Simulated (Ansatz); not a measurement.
**Ligand exchange: BH3 + I2 → BH2I + HI**

Species: BH3 (borane) `B`, singlet; I2 (iodine), singlet; BH2I `BI`, singlet; HI (hydrogen iodide), singlet. The partners trade H for I: B–H and I–I bonds give way to B–I and I–H.

Shapes, held fixed at every level: PBE0-D4/def2-TZVP. Programs: Ansatz 0.2.0. The zero-point and thermal change to 298 K, harmonic and unscaled (PBE0-D4/def2-TZVP), is -3.9 kJ/mol.

(1) Estimate ΔH(298 K) of this reaction.

Answers

(1) The highest level, CCSD(T)/def2-TZVPP, gives ΔH(298 K) = -95.5 kJ/mol; the levels span -98.3 to -70.6. The column of differences is taken from that level and isn't an error. No measured value is set beside it here. For atoms past krypton def2 sets carry core potentials with scalar relativity. Correlated rows may include outer-core shells of I, which these sets cover unevenly.

```csv
level,kind,ΔH(298 K) (kJ/mol),less CCSD(T)/def2-TZVPP
HF/def2-SVP,Hartree–Fock,-81.0,+14.5
B3LYP-D4/def2-TZVPP,global hybrid,-70.6,+24.9
r2SCAN0-D4/def2-TZVPP,global hybrid,-85.9,+9.6
B2PLYP/def2-TZVPP,double hybrid,-81.3,+14.2
MP2/def2-TZVPP,perturbation theory,-97.8,-2.3
CCSD/def2-SVP,coupled cluster or CI,-98.3,-2.8
CCSD(T)/def2-TZVPP,coupled cluster or CI,-95.5,0.0
```
